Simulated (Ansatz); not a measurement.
Ag3Br2, relaxed as a doublet with UKS PBE0-D4/def2-SVP in Ansatz, starting from the GFN1-xTB geometry. Force threshold 0.02 eV/Å.

In the def2 sets Ag takes a core potential; there is no spin–orbit coupling. The relaxation made no stability test and no search for a lower SCF solution. No other spin state of charge 0 was run. The structure comes from a short search, and lower isomers may exist.

Start:

```tsv
atom	x (Å)	y (Å)	z (Å)
Ag1	0.552	0.861	0.373
Ag2	-1.140	-1.427	0.768
Ag3	-0.341	-0.844	-1.761
Br4	-0.297	0.165	2.681
Br5	1.226	1.245	-2.062
```

```json
{"step": "1", "energy (eV)": "-152060.5433", "largest force component (eV/Å)": "0.192", "SCF passes": "18"}
{"step": "2", "energy (eV)": "-152060.5610", "largest force component (eV/Å)": "0.033", "SCF passes": "24"}
{"step": "3", "energy (eV)": "-152060.5614", "largest force component (eV/Å)": "0.006", "SCF passes": "26"}
```

Force components are those of the run's own axes.

End:

Cartesian coordinates in Å:
```
Ag 0.595 0.915 0.399
Ag -1.158 -1.449 0.765
Ag -0.350 -0.865 -1.776
Br -0.291 0.168 2.641
Br 1.205 1.232 -2.029
```

By distances, no bond broke or formed. The bond that changes most is Ag1–Br4, from 2.56 to 2.52 Å (atoms count from 1).

No frequencies were taken in this run, so the end may be a saddle point.

Hardware: 4 threads of Arm Neoverse N1 on a shared host. Wall time 38 s, peak host memory 0.73 GiB.
